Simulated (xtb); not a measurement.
silanone (H₂OSi), singlet, from a rough starting geometry; GFN2-xTB (xtb).

xtb was given this input:
```
$ xtb mol.xyz --gfn 2 --opt vtight --json

# file mol.xyz
4

Si     0.02349741     0.01698498    -0.00333730
O     -0.17806749     1.49395387    -0.01617729
H     -1.06142023    -1.05117102    -0.00836728
H      1.25309274    -0.57357776     0.00989528
```

It wrote (shortened):

```
   ID    Z sym.   atoms
    1   14 Si     1
    2    8 O      2
    3    1 H      3, 4

           -------------------------------------------------
          |                Calculation Setup                |
           -------------------------------------------------

           -------------------------------------------------
          |                 G F N 2 - x T B                 |
           -------------------------------------------------

          ...................................................
          :                      SETUP                      :
          :.................................................:
          :  # basis functions                  16          :
          :  # atomic orbitals                  15          :
          :  # shells                            7          :
          :  # electrons                        12          :
          :  max. iterations                   250          :
          :  Hamiltonian                  GFN2-xTB          :
          :  restarted?                      false          :
          :  GBSA solvation                  false          :
          :  PC potential                    false          :
          :  electronic temp.          300.0000000     K    :
          :  accuracy                    1.0000000          :
          :  -> integral cutoff          0.2500000E+02      :
          :  -> integral neglect         0.1000000E-07      :
          :  -> SCF convergence          0.1000000E-05 Eh   :
          :  -> wf. convergence          0.1000000E-03 e    :
          :  Broyden damping             0.4000000          :
          :  net charge                          0          :
          :  unpaired electrons                  0          :
          ...................................................

 iter      E             dE          RMSdq      gap      omega  full diag
   1     -6.8736742 -0.687367E+01  0.189E+01    5.43       0.0  T
   2     -6.9247970 -0.511227E-01  0.152E+01    4.42       1.0  T
   3     -6.9149299  0.986710E-02  0.389E+00    5.01       1.0  T
   4     -6.9303127 -0.153829E-01  0.145E+00    4.48       1.0  T
   5     -6.9251175  0.519518E-02  0.171E+00    5.18       1.0  T
   6     -6.9327170 -0.759944E-02  0.265E-01    4.77       1.0  T
   7     -6.9326523  0.646893E-04  0.230E-01    4.83       1.0  T
   8     -6.9327190 -0.667228E-04  0.496E-02    4.80       1.0  T
   9     -6.9327218 -0.278904E-05  0.140E-02    4.78       3.6  T
  10     -6.9327221 -0.275961E-06  0.109E-03    4.79      46.0  T
  11     -6.9327221 -0.502632E-09  0.101E-03    4.79      49.7  T
  12     -6.9327221 -0.123787E-08  0.289E-04    4.79     172.7  T
  13     -6.9327221 -0.149901E-09  0.246E-05    4.79    2031.6  T

   *** convergence criteria satisfied after 13 iterations ***

         :::::::::::::::::::::::::::::::::::::::::::::::::::::
         ::                     SUMMARY                     ::
         :::::::::::::::::::::::::::::::::::::::::::::::::::::
         :: total energy              -6.864317244438 Eh    ::
         :: gradient norm              0.076395357280 Eh/a0 ::
         :: HOMO-LUMO gap              4.786449958025 eV    ::
         ::.................................................::
         :: SCC energy                -6.932722049696 Eh    ::
         :: -> isotropic ES            0.029808098493 Eh    ::
         :: -> anisotropic ES          0.009488653707 Eh    ::
         :: -> anisotropic XC         -0.014588862837 Eh    ::
         :: -> dispersion             -0.001301820531 Eh    ::
         :: repulsion energy           0.068404805258 Eh    ::
         :: add. restraining           0.000000000000 Eh    ::
         :: total charge              -0.000000000000 e     ::
         :::::::::::::::::::::::::::::::::::::::::::::::::::::

      -----------------------------------------------------------
     |                   =====================                   |
[...]
 * total energy  :    -6.8643172 Eh     change       -0.1573852E-11 Eh
 * total energy  :    -6.8692838 Eh     change       -0.4966529E-02 Eh
 * total energy  :    -6.8696410 Eh     change       -0.3572717E-03 Eh
 * total energy  :    -6.8696620 Eh     change       -0.2099208E-04 Eh
 * total energy  :    -6.8696668 Eh     change       -0.4753203E-05 Eh
 * total energy  :    -6.8696683 Eh     change       -0.1512876E-05 Eh
 * total energy  :    -6.8696686 Eh     change       -0.3346339E-06 Eh
 * total energy  :    -6.8696686 Eh     change       -0.4492207E-08 Eh
   *** GEOMETRY OPTIMIZATION CONVERGED AFTER 8 ITERATIONS ***
         :: total energy              -6.869668642179 Eh    ::
[...]
         :: -> anisotropic XC         -0.014357496504 Eh    ::
         :: -> dispersion             -0.001300409229 Eh    ::
         :: repulsion energy           0.057137556319 Eh    ::
         :: add. restraining           0.000000000000 Eh    ::
         :: total charge               0.000000000000 e     ::
         :::::::::::::::::::::::::::::::::::::::::::::::::::::

           -------------------------------------------------
          |                Property Printout                |
           -------------------------------------------------

    * Orbital Energies and Occupations

         #    Occupation            Energy/Eh            Energy/eV
      -------------------------------------------------------------
         1        2.0000           -0.7413943             -20.1744
         2        2.0000           -0.5882822             -16.0080
         3        2.0000           -0.4705167             -12.8034
         4        2.0000           -0.4657200             -12.6729
         5        2.0000           -0.4558284             -12.4037
         6        2.0000           -0.4239520             -11.5363 (HOMO)
         7                         -0.2489420              -6.7741 (LUMO)
         8                         -0.1459674              -3.9720
         9                         -0.1191402              -3.2420
        10                         -0.0809874              -2.2038
        11                         -0.0635968              -1.7306
        12                          0.0510052               1.3879
        13                          0.5705491              15.5254
        14                          0.7923635              21.5613
        15                          0.9209231              25.0596
      -------------------------------------------------------------
                  HL-Gap            0.1750100 Eh            4.7623 eV
             Fermi-level           -0.3364470 Eh           -9.1552 eV

     #   Z          covCN         q      C6AA      α(0)
     1  14 Si       2.612     0.469   176.577    29.172
     2   8 O        0.771    -0.357    20.867     6.122
     3   1 H        0.920    -0.056     4.252     3.225
     4   1 H        0.920    -0.056     4.252     3.225

 Mol. C6AA /au·bohr⁶  :        465.636225
 Mol. C8AA /au·bohr⁸  :      21070.990357
 Mol. α(0) /au        :         41.744468

Wiberg/Mayer (AO) data.
largest (>0.10) Wiberg bond orders for each atom

 ---------------------------------------------------------------------------
     #   Z sym  total        # sym  WBO       # sym  WBO       # sym  WBO
 ---------------------------------------------------------------------------
     1  14 Si   4.069 --     2 O    2.263     3 H    0.903     4 H    0.903
     2   8 O    2.351 --     1 Si   2.263
     3   1 H    0.997 --     1 Si   0.903
     4   1 H    0.997 --     1 Si   0.903
 ---------------------------------------------------------------------------

Topologies differ in total number of bonds
Writing topology from bond orders to xtbtopo.mol

molecular dipole:
                 x           y           z       tot (Debye)
 q only:        0.129      -0.826       0.007
   full:        0.230      -1.466       0.013       3.773
molecular quadrupole (traceless):
                xx          xy          yy          xz          yz          zz
 q only:        0.931       0.590      -2.814      -0.013       0.042       1.883
  q+dip:        1.942       0.777      -3.026      -0.001       0.050       1.084
   full:        1.457       1.168      -5.948      -0.034       0.089       4.491

optimized geometry written to: xtbopt.xyz

           -------------------------------------------------
          | TOTAL ENERGY               -6.869668642179 Eh   |
          | GRADIENT NORM               0.000264004712 Eh/α |
          | HOMO-LUMO GAP               4.762263440185 eV   |
           -------------------------------------------------

normal termination of xtb
```
